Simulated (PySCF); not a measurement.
## P²⁺ (phosphorus, charge +2) across methods

[Ne] 3s2 3p1, 2P determinant. Calculation: PySCF 2.14, in aug-cc-pVTZ-DK (6s5p3d2f, 50 functions); scalar relativity by spin-free X2C-1e.

```
   method  E (hartree)  mean ε 3s α (eV)  mean ε 3s β (eV)  mean ε 3p α (eV)  Σ⟨r²⟩ (bohr²)   ⟨S²⟩
   PBEsol    -340.2299           -34.295           -33.130           -24.828          13.89  0.753
    B97-3    -340.9454           -36.034           -34.561           -26.262          13.84  0.754
   r2SCAN    -340.9409           -34.679           -33.331           -25.387          13.91  0.758
BHandHLYP    -340.9983           -37.509           -35.713           -27.562          13.92  0.756
      LDA    -339.6889           -34.414           -33.339           -24.787          13.88  0.751
      UHF   -340.46390           -40.154           -37.175           -29.956          14.06  0.763
  wB97M-V    -340.9707           -38.353           -37.078           -28.168          13.96  0.752
      PBE    -340.8208           -34.339           -33.195           -24.938          13.88  0.754
     PBE0    -340.8481           -36.007           -34.490           -26.353          13.89  0.755
```
